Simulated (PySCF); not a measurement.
# Unknowns

Calculated, not measured (PySCF 2.14): NMR shieldings at PBE0/pcSseg-1/GIAO, geometry from GFN2-xTB. No solvent model, one computed conformer, relativity neglected, fast rotation and ring inversion assumed for equivalent nuclei.

Shifts are taken against calculated references (same method and geometry level): TMS for 1H, 13C. Splittings of carbon signals by F and P are missing where no couplings were computed. Where no couplings were computed, multiplicities follow the n + 1 count of equivalent neighbours, and m marks all less simple cases (inequivalent or close neighbours, rings, F or P nearby). Shifts are as computed. Against solution values, carbons near 30 ppm lie about +3 ppm off and those near 130 ppm about +5 ppm; carbons on Cl a further +6 ppm. Of 1211 compounds with measured shifts, 218 miss one by over three times the rms of a fit or turn the order of signals round; such compounds aren't used in these exercises. Carbons bonded to Cl come out too deshielded.

Question: C₆H₈ClFO. 1H NMR (400 MHz, computed): δ 6.97 (m, 1H), 4.27 (m, 1H), 1.09 (d, 6H). 13C{1H} NMR (computed): δ 175.4, 162.2, 126.5, 33.9, 23.7. What is it?

Answer: SMILES CC(C)/C=C(/Cl)C(=O)F. The formula gives 2 degrees of unsaturation (no ring in the answer). 5 carbon signals for 6 carbons: some carbons are equivalent by symmetry or fast rotation. Carbon types of the structure: 2 × C, 2 × CH, 2 × CH3, which accounts for all hydrogens. δC 175.4: β carbon of a C=C–C=O unit; conjugation with the carbonyl draws π density from the β position. δC 162.2: carbonyl carbon. δC 126.5: α carbon of a C=C–C=O unit; an sp2 carbon of a C=C bond. δC 23.7: methyl carbon; aliphatic region, no heteroatom directly attached.

The data come from this structure; uniqueness wasn't tested.

Question: C₈H₁₀N₂. 1H NMR (400 MHz, computed): δ 8.93 (s, 1H), 8.89 (d, 1H), 8.76 (s, 1H), 6.98 (d, 1H), 3.73 (s, 3H), 2.41 (s, 3H). 13C{1H} NMR (computed): δ 165.2 (CH), 157.2 (CH), 153.3 (CH), 145.0 (C), 136.0 (C), 126.5 (CH), 43.6 (CH3), 18.6 (CH3). Identify the compound.

Answer: `C/N=C\c1ccncc1C`. Rings plus π bonds: 5 (1 ring in the answer). 8 carbon signals for 8 carbons: no two carbons are equivalent. Carbon types of the structure: 2 × C, 4 × CH, 2 × CH3, which accounts for all hydrogens. δC 157.2, 153.3: aromatic CH next to a ring nitrogen; the adjacent pyridine-type nitrogen withdraws density from it. δC 145.0, 136.0: substituted aromatic carbon. δC 126.5: aromatic CH; the aromatic region. δH 8.93, 8.89: hydrogen on an aromatic CH next to a ring nitrogen; ring current plus the neighbouring ring nitrogen.

The shifts were computed for this structure.
